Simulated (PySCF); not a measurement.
Gas-phase reaction: 3 Si2H6 + 3 Si2O2 → 2 (H2SiO)3 + 6 SiH

Method: PySCF energies plus ideal-gas RRHO corrections (1 bar). † marks an energy on the PBE0/def2-TZVP geometry and frequencies; other levels use their own. Open shells (unrestricted): SiH (multiplicity 2, electronic degeneracy 4); the rest are closed-shell singlets. Spin-orbit splitting is ignored; it lowers the true energy and changes the entropy of SiH. Si2O2, (H2SiO)3: computed as isolated molecules; such fragments, hydroxides, amides, oligomers or adducts are transient or little studied in the gas. The harmonic model lacks anharmonicity and excited electronic states, which grow with temperature; levels with a mode under 35 cm⁻¹ are left out. Internal rotation in Si2H6 is treated as a harmonic vibration of one conformer, which makes the entropy rough. Soft modes under 120 cm⁻¹ make the harmonic entropy rough for (H2SiO)3.

```json
[
 {"level": "HF/def2-TZVP†", "ΔE electronic, kJ": "420", "ΔH°(298 K), kJ": "411", "ΔS°(298 K), J/K": "259", "ΔG°(2500 K), kJ": "-226"},
 {"level": "M06-2X/def2-TZVP†", "ΔE electronic, kJ": "837", "ΔH°(298 K), kJ": "828", "ΔS°(298 K), J/K": "259", "ΔG°(2500 K), kJ": "191"},
 {"level": "PBE/def2-SVP", "ΔE electronic, kJ": "976", "ΔH°(298 K), kJ": "968", "ΔS°(298 K), J/K": "265", "ΔG°(2500 K), kJ": "320"},
 {"level": "PBE0/def2-TZVP", "ΔE electronic, kJ": "893", "ΔH°(298 K), kJ": "884", "ΔS°(298 K), J/K": "259", "ΔG°(2500 K), kJ": "246"},
 {"level": "ωB97M-V/def2-TZVP†", "ΔE electronic, kJ": "924", "ΔH°(298 K), kJ": "915", "ΔS°(298 K), J/K": "259", "ΔG°(2500 K), kJ": "278"}
]
```
ΔH° is lowest at HF/def2-TZVP† and highest at PBE/def2-SVP. No reference value is set beside these.
